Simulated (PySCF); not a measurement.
# Electron correlation in O+ (oxygen, charge +1)

[He] 2s1 2p4, high-spin 4P determinant (an excited configuration). Computed with PySCF 2.14 in dyall-acv3z, with the spin-free X2C one-electron Hamiltonian (Gaussian nucleus). Frozen: 1s2; 5 electrons correlated; the 18 highest virtual orbitals of each spin left out.

MP2 pair energies summed by pair of shells (mhartree):

| pair | energy | share (%) |
| --- | --- | --- |
| 2p-2p | -83.53 | 83.7 |
| 2s-2p | -16.22 | 16.3 |

Total MP2 correlation energy: -99.75 mhartree.

Same-spin part -30.11 and opposite-spin part -69.64 mhartree; SCS-MP2 scales them by 1/3 and 6/5 to -93.60 mhartree.
